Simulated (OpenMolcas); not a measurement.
A calculation on Co V.

* Program: OpenMolcas 26.06
* Method: CASSCF
* Basis: ANO-RCC-VQZP [7s6p4d3f2g1h]
* Scalar Hamiltonian: DKH2, point nucleus
* Active space: 5 electrons in 5 orbitals (3d)
* State averaging: 2S+1 = 6 even, 1 root; 2S+1 = 4 even, 24 roots; 2S+1 = 2 even, 75 roots
* Spin-orbit coupling: state interaction with AMFI integrals over the reference wave functions, term energies averaged over their components

(1) Which level of the active space comes out lowest?

(2) How high does 3d5 4D 5/2 lie?

(3) How high does 3d5 4G 7/2 lie?

(4) How high does 3d5 4P 1/2 lie?

(5) The level at 48837 cm-1 has J = 5/2. What is it made of, and what is its g factor?

Measured values: Sugar and Corliss, J. Phys. Chem. Ref. Data 10, 1097 (1981).

Answers

(1) 3d5 6S 5/2, with 100 % of that term; it is also the measured ground level.

(2) 53022 cm-1 above the lowest level.

(3) 42505 cm-1 above the lowest level.

(4) 49093 cm-1 above the lowest level; measured 41024 cm-1 above the ground level, so the calculation is off by +20 %.

(5) 93 % 3d5 4P 5/2, 6 % 3d5 4D; g = 1.585, against 1.601 from Landé's formula for the pure leading term.

Without dynamic correlation excited terms often stand tens of per cent too high (terms of higher spin than the ground term too low), and those without a measured partner can miss by more than the paired ones. Computed and measured levels are paired by configuration, term and J; levels that our copy of the source lacks, or whose pairing is in doubt (as where it misses far off the trend of its configuration), stay unpaired and out of the deviations. Levels of configurations outside the active space are missing.
